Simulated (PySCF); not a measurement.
This script is equivalent to a calculation on Sr (strontium, neutral).

```python
from pyscf import gto, scf, dft, mp, cc
import basis_set_exchange as bse
mol = gto.M(atom="Sr 0 0 0", charge=0, spin=0, symmetry="D2h",
            basis=gto.basis.parse(bse.get_basis("aug-cc-pVDZ-X2C", elements=["Sr"], fmt="nwchem", header=False)),
            nucmod="G")
mf = scf.UHF(mol).sfx2c1e()
mf.irrep_nelec = {'Ag': (7, 7), 'B1g': (1, 1), 'B2g': (1, 1), 'B3g': (1, 1), 'B1u': (3, 3), 'B2u': (3, 3), 'B3u': (3, 3)}
mf.kernel()
```

What total energy does it give?

-3177.34487 hartree (calculated).

Which occupied shell lies highest, and where?

5s, at -4.932 eV.
